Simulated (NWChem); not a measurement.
System: CH$_{5}$FO$_{2}$Si; SMILES O[SiH](O)CF

Here is an NWChem input.

```
start job
memory heap 200 mb stack 900 mb global 1100 mb
geometry units angstroms noautosym nocenter noautoz
  O      1.498049    -0.704286    -0.467430
  Si     0.037058    -0.429458     0.272742
  O     -1.022798    -1.605879    -0.206886
  C     -0.761118     1.178802    -0.294080
  F      0.012687     2.237665     0.154539
  H      2.287784    -0.417032    -0.001595
  H      0.252577    -0.390521     1.751272
  H     -0.715856    -2.516505    -0.175275
  H     -0.830371     1.220096    -1.395656
  H     -1.786248     1.285353     0.103359
end
basis spherical
  O library 6-31g*
  Si library 6-31g*
  C library 6-31g*
  F library 6-31g*
  H library 6-31g*
end
dft
  xc m06-2x
  iterations 150
end
cosmo
  do_cosmo_smd true
  solvent dioxane
end
task dft energy
```

Excerpt of the output:

```
             Northwest Computational Chemistry Package (NWChem) 7.3.0
             --------------------------------------------------------

                             Geometry "geometry" -> ""
                             -------------------------

 Output coordinates in angstroms (scale by  1.889725989 to convert to a.u.)

  No.       Tag          Charge          X              Y              Z
 ---- ---------------- ---------- -------------- -------------- --------------
    1 O                    8.0000     1.49804900    -0.70428600    -0.46743000
    2 Si                  14.0000     0.03705800    -0.42945800     0.27274200
    3 O                    8.0000    -1.02279800    -1.60587900    -0.20688600
    4 C                    6.0000    -0.76111800     1.17880200    -0.29408000
    5 F                    9.0000     0.01268700     2.23766500     0.15453900
    6 H                    1.0000     2.28778400    -0.41703200    -0.00159500
    7 H                    1.0000     0.25257700    -0.39052100     1.75127200
    8 H                    1.0000    -0.71585600    -2.51650500    -0.17527500
    9 H                    1.0000    -0.83037100     1.22009600    -1.39565600
   10 H                    1.0000    -1.78624800     1.28535300     0.10335900

 Effective nuclear repulsion energy (a.u.)     248.1591961273

                                 NWChem DFT Module
                                 -----------------

 Summary of "ao basis" -> "ao basis" (spherical)
 ------------------------------------------------------------------------------
       Tag                 Description            Shells   Functions and Types
 ---------------- ------------------------------  ------  ---------------------
 O                           6-31g*                  6       14   3s2p1d
 Si                          6-31g*                  8       18   4s3p1d
 C                           6-31g*                  6       14   3s2p1d
 F                           6-31g*                  6       14   3s2p1d
 H                           6-31g*                  2        2   2s

 in cosmo_initialize ...
 calling solv_data for solv:dioxane

 solvent parameters
 solvname_short: dioxane
 solvname_long:  1,4-dioxane
 dielec:        2.2099
 dielecinf:     2.0232
 nonaqueous SMD model solvent descriptors
 dielec:        2.2099
 sola:          0.0000
 solb:          0.6400
 solc:          0.0000
 solg:         47.1400
 solh:          0.0000
 soln:          1.4224

          ---------------
          -cosmo- solvent
          ---------------
 Cosmo: York-Karplus, doi: 10.1021/jp992097l
 dielectric constant -eps-     =   2.21
 screen = (eps-1)/(eps    )    =   0.54749
 surface charge correction     = lagrangian

   van der Waals surface
 --------------------------

[...]

                                COSMO-SMD solvation results
                                ---------------------------

             internal energy in gas <Psi(g)|H|Psi(g)> =      -580.799939663580
         internal energy in solvent <Psi(s)|H|Psi(s)> =      -580.799748128227
                               delta internal energy  =         0.000191535353 (    0.12 kcal/mol)
   total free energy in solvent <Psi(s)|H+V/2|Psi(s)> =      -580.805273945761
 polarization energy contribution <Psi(s)|V/2|Psi(s)> =        -0.005525817534 (   -3.47 kcal/mol)
    total free energy in solvent including G(SMD-CDS) =      -580.806300429290
                       G(SMD-CDS) energy contribution =        -0.001026483530 (   -0.64 kcal/mol)
     1 M fixed-concentration free energy of solvation =        -0.006360765710 (   -3.99 kcal/mol)

                       DFT Final Molecular Orbital Analysis
                       ------------------------------------

 Vector   23  Occ=2.000000D+00  E=-4.044327D-01
              MO Center= -4.0D-01,  6.1D-01, -2.8D-01, r^2= 3.8D+00
   Bfn.  Coefficient  Atom+Function         Bfn.  Coefficient  Atom+Function
  ----- ------------  ---------------      ----- ------------  ---------------
    65      0.337050   5 F  pz               51     -0.262873   4 C  pz
    69      0.260164   5 F  pz                4     -0.209512   1 O  py
    35     -0.207652   3 O  px               37      0.195801   3 O  pz
    81      0.191955   9 H  s                82      0.186871   9 H  s
     8     -0.161198   1 O  py               39     -0.159674   3 O  px

 Vector   24  Occ=2.000000D+00  E=-3.943999D-01
              MO Center= -4.7D-02, -5.9D-01,  1.6D-01, r^2= 3.5D+00
   Bfn.  Coefficient  Atom+Function         Bfn.  Coefficient  Atom+Function
  ----- ------------  ---------------      ----- ------------  ---------------
    37      0.378542   3 O  pz               41      0.295802   3 O  pz
    78     -0.274464   7 H  s                 4      0.227881   1 O  py
     8      0.183997   1 O  py                5      0.170414   1 O  pz
    77     -0.168399   7 H  s                 3     -0.138974   1 O  px
    63      0.136380   5 F  px               22     -0.130851   2 Si py

 Vector   25  Occ=2.000000D+00  E=-3.429199D-01
              MO Center= -1.4D-01,  4.2D-01,  1.3D-01, r^2= 3.1D+00
   Bfn.  Coefficient  Atom+Function         Bfn.  Coefficient  Atom+Function
  ----- ------------  ---------------      ----- ------------  ---------------
    50      0.272334   4 C  py               78      0.230436   7 H  s
    64     -0.200397   5 F  py                4      0.192351   1 O  py
    49     -0.192460   4 C  px               22     -0.189753   2 Si py
    52     -0.186357   4 C  s                23      0.183076   2 Si pz
    68     -0.163044   5 F  py               77      0.162975   7 H  s

 Vector   26  Occ=0.000000D+00  E= 7.360245D-02
              MO Center= -1.2D-01, -3.6D-01,  2.9D-01, r^2= 4.8D+00
   Bfn.  Coefficient  Atom+Function         Bfn.  Coefficient  Atom+Function
  ----- ------------  ---------------      ----- ------------  ---------------
    26      0.738163   2 Si py               38      0.708534   3 O  s
    25      0.629699   2 Si px               66     -0.288266   5 F  s
    54      0.277591   4 C  py               80     -0.259720   8 H  s
    22      0.205231   2 Si py                8     -0.199458   1 O  py
     6     -0.182974   1 O  s                21      0.161800   2 Si px

 Vector   27  Occ=0.000000D+00  E= 9.122735D-02
              MO Center=  9.2D-01, -8.6D-01,  1.6D-01, r^2= 4.4D+00
   Bfn.  Coefficient  Atom+Function         Bfn.  Coefficient  Atom+Function
  ----- ------------  ---------------      ----- ------------  ---------------
     6      0.897008   1 O  s                25     -0.713927   2 Si px
    24     -0.598970   2 Si s                26      0.492281   2 Si py
    76     -0.491287   6 H  s                38      0.276925   3 O  s
    84     -0.267091  10 H  s                80     -0.241882   8 H  s
    39      0.229720   3 O  px               27      0.228193   2 Si pz

 Vector   28  Occ=0.000000D+00  E= 1.287337D-01
              MO Center= -6.1D-01,  1.7D-01, -4.2D-02, r^2= 5.4D+00
   Bfn.  Coefficient  Atom+Function         Bfn.  Coefficient  Atom+Function
  ----- ------------  ---------------      ----- ------------  ---------------
    52      1.611281   4 C  s                24     -1.094273   2 Si s
    26     -0.718504   2 Si py               25      0.690020   2 Si px
    82     -0.637291   9 H  s                38      0.505471   3 O  s
    54     -0.439254   4 C  py               84     -0.422224  10 H  s
    80     -0.406575   8 H  s                76     -0.377160   6 H  s

     Multipole analysis of the density
     ---------------------------------

     L   x y z        total         alpha         beta         nuclear
     -   - - -        -----         -----         ----         -------
     0   0 0 0     -0.000000    -25.000000    -25.000000     50.000000

     1   1 0 0      0.289036      1.017401      1.017401     -1.745765
     1   0 1 0     -0.661293     -2.125372     -2.125372      3.589451
     1   0 0 1      0.321585      1.736506      1.736506     -3.151428

     2   2 0 0    -24.225924    -82.657569    -82.657569    141.089213
     2   1 1 0     -1.079078      5.194558      5.194558    -11.468195
     2   1 0 1      1.567924      2.334656      2.334656     -3.101389
     2   0 2 0    -26.271784   -174.517182   -174.517182    322.762579
     2   0 1 1     -1.590961     -5.923191     -5.923191     10.255421
     2   0 0 2    -27.507186    -29.683809    -29.683809     31.860432
```

Level: M06-2X/6-31G* (spherical d), SMD on the gas-phase geometry. Coordinates come from a PBE0/def2-SVP optimisation. Solvent: 1,4-dioxane.
